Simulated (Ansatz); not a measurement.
Geometry optimisation, RKS PBE0-D4/def2-mTZVP in Ansatz.

Input file:

```yaml
crystal:
  periodic: [false, false, false]
  atoms:
    - { symbol: Si, position_ang: [-1.102723, 0.68288, -0.016302] }
    - { symbol: Si, position_ang: [0.157525, -1.033148, 0.730627] }
    - { symbol: H, position_ang: [-1.344271, 0.594211, -1.478471] }
    - { symbol: H, position_ang: [-2.419325, 0.617786, 0.682316] }
    - { symbol: H, position_ang: [-0.461594, 1.980584, 0.319827] }
    - { symbol: H, position_ang: [1.890082, 0.222166, -0.951915] }
    - { symbol: Br, position_ang: [1.86139, 1.259359, -2.006644] }
    - { symbol: H, position_ang: [0.147229, -1.094765, 2.218574] }
    - { symbol: H, position_ang: [-0.323174, -2.33317, 0.18746] }
    - { symbol: H, position_ang: [1.594761, -0.896003, 0.314528] }
basis:
  gaussian: { orbitals: def2-mTZVP }
hamiltonian:
  xc: pbe0
  dispersion: d4
relax:
  f_tol: 0.03
  max_steps: 50
output:
  orbitals: {}
```

Command:

```bash
$ ansatz run input.yaml --threads 2 --pin off --max-ram 3072MiB --backend cpu --events-out ev --progress --plain --runs-dir out
```

Task: Where does it end, and by what steps?

Result: It converged. The force dipped under the threshold on the way, but the program's further checks kept it going. After 7 steps the energy has fallen by 0.127 eV; H6 moved furthest, 0.55 Å.

```json
{"step": "0", "energy less start (eV)": "0.0000", "largest force component (eV/Å)": "0.874", "accepted": "yes"}
{"step": "1", "energy less start (eV)": "-0.1042", "largest force component (eV/Å)": "0.245", "accepted": "yes"}
{"step": "2", "energy less start (eV)": "-0.1183", "largest force component (eV/Å)": "0.102", "accepted": "yes"}
{"step": "3", "energy less start (eV)": "-0.1092", "largest force component (eV/Å)": "0.523", "accepted": "no"}
{"step": "4", "energy less start (eV)": "-0.1224", "largest force component (eV/Å)": "0.021", "accepted": "yes"}
{"step": "5", "energy less start (eV)": "-0.1252", "largest force component (eV/Å)": "0.032", "accepted": "yes"}
{"step": "6", "energy less start (eV)": "-0.1263", "largest force component (eV/Å)": "0.027", "accepted": "yes"}
{"step": "7", "energy less start (eV)": "-0.1269", "largest force component (eV/Å)": "0.028", "accepted": "yes"}
```

```xyz
10
Properties=species:S:1:pos:R:3
Si -1.258 0.675 0.064
Si 0.094 -1.090 0.800
H -1.407 0.623 -1.415
H -2.606 0.571 0.688
H -0.650 1.977 0.447
H 2.342 0.333 -1.241
Br 2.260 1.371 -2.228
H 0.205 -1.096 2.286
H -0.453 -2.403 0.357
H 1.474 -0.961 0.243
```

Whether the end is a true minimum wasn't checked by a vibrational analysis.

Time of the run: 17 s on 2 threads of Intel(R) Xeon(R) Platinum 8488C (Sapphire Rapids), with other jobs on the host, peak memory 0.25 GiB.
